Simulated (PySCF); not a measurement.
**Calculated NMR parameters of Cc1cccpc1C=O**

```yaml
Formula: C7H7OP
SMILES: Cc1cccpc1C=O
InChI: InChI=1S/C7H7OP/c1-6-3-2-4-9-7(6)5-8/h2-5H,1H3
Point_group_of_the_computed_structure: Cs
Carbon_signals: 7
Proton_signals: 5
```

Molfile (atoms numbered from 1):
```
C7H7OP
     RDKit          3D

 16 16  0  0  0  0  0  0  0  0999 V2000
   -1.3323    1.4767    0.1438 C   0  0  0  0  0  0  0  0  0  0  0  0
   -0.2229    0.4816    0.0461 C   0  0  0  0  0  0  0  0  0  0  0  0
    1.0876    0.9426    0.0902 C   0  0  0  0  0  0  0  0  0  0  0  0
    2.2061    0.1286    0.0096 C   0  0  0  0  0  0  0  0  0  0  0  0
    2.1481   -1.2425   -0.1247 C   0  0  0  0  0  0  0  0  0  0  0  0
    0.6854   -2.1609   -0.2123 P   0  0  0  0  0  0  0  0  0  0  0  0
   -0.5138   -0.8849   -0.0865 C   0  0  0  0  0  0  0  0  0  0  0  0
   -1.8799   -1.4037   -0.1346 C   0  0  0  0  0  0  0  0  0  0  0  0
   -2.9131   -0.7843   -0.0764 O   0  0  0  0  0  0  0  0  0  0  0  0
   -0.9408    2.4866    0.2435 H   0  0  0  0  0  0  0  0  0  0  0  0
   -1.9690    1.2513    0.9979 H   0  0  0  0  0  0  0  0  0  0  0  0
   -1.9681    1.4222   -0.7386 H   0  0  0  0  0  0  0  0  0  0  0  0
    1.2420    2.0078    0.1941 H   0  0  0  0  0  0  0  0  0  0  0  0
    3.1802    0.5989    0.0552 H   0  0  0  0  0  0  0  0  0  0  0  0
    3.0751   -1.7988   -0.1805 H   0  0  0  0  0  0  0  0  0  0  0  0
   -1.8922   -2.5123   -0.2383 H   0  0  0  0  0  0  0  0  0  0  0  0
  1  2  1  0
  2  3  1  0
  3  4  2  0
  4  5  1  0
  5  6  2  0
  6  7  1  0
  7  8  1  0
  8  9  2  0
  7  2  2  0
  1 10  1  0
  1 11  1  0
  1 12  1  0
  3 13  1  0
  4 14  1  0
  5 15  1  0
  8 16  1  0
M  END
```

Method: geometry: GFN2-xTB, PBE0/pcSseg-1 with gauge-including orbitals, in PySCF 2.14.0 with density-fitted response routines (isolated molecule, fast rotation and ring inversion assumed for equivalent nuclei, non-relativistic, single conformer).

Referencing at the same level of theory: 1H and 13C vs TMS; H3PO4 for 31P; 17O vs H2O.

| carbon | δC, type | δH (multiplicity) | HMBC from (2–3 bonds) | span of the C tensor (ppm) |
| --- | --- | --- | --- | --- |
| C1 | 30.2, CH3 | 3.13 (s) | H13 | 33 |
| C2 | 157.3, C | – | H16, H14, H13, H10/H11/H12 | 237 |
| C3 | 138.7, CH | 7.75 (m) | H15, H14, H10/H11/H12 | 200 |
| C4 | 140.5, CH | 8.15 (m) | H15, H13 | 244 |
| C5 | 162.7, CH | 9.36 (m) | H14, H13 | 321 |
| C7 | 170.9, C | – | H16, H15, H13, H10/H11/H12 | 294 |
| C8 | 199.9, CH | 10.67 (m) | – | 172 |

Other nuclei:
```tsv
atoms	nucleus	environment	δ (ppm)	σ (ppm)
P6	31P	phosphorus bonded to 2 C, in a 6-membered ring	294.1	24.2
O9	17O	aldehyde oxygen	689.4	-353.3
```

δC 199.9: aldehyde carbonyl carbon; low-lying n→π* states of the double bond to the heteroatom give a large paramagnetic term (-256 ppm). δC 170.9, 157.3: substituted aromatic carbon. δC 162.7, 140.5, 138.7: aromatic CH. δH 10.67: hydrogen on an aldehyde carbonyl carbon; the C=O anisotropy and electron withdrawal place aldehyde protons far downfield. δH 9.36, 8.15, 7.75: hydrogen on an aromatic CH; aromatic region.

Splittings by 31P in the carbon and heteronuclear signals aren't shown, as no couplings were computed. Shifts are as computed. Against solution values, carbons near 30 ppm lie about +3 ppm off and those near 130 ppm about +5 ppm. Of 1211 compounds with measured shifts, 218 miss one by over three times the rms of a fit or turn the order of signals round; such compounds aren't used in these exercises. Unscaled 17O shifts of doubly bonded oxygen tend to come out too high, by tens of ppm or more. Experimental scales use liquid or dissolved standards, which lie at an offset from isolated H2O (liquid H2O: subtract about 36 ppm) and H3PO4. No couplings were computed; multiplicities are counted from neighbouring protons, with m where these are inequivalent, close in shift, in a saturated or five-membered ring or joined by F or P, and br s for small geminal =CH2 splittings.
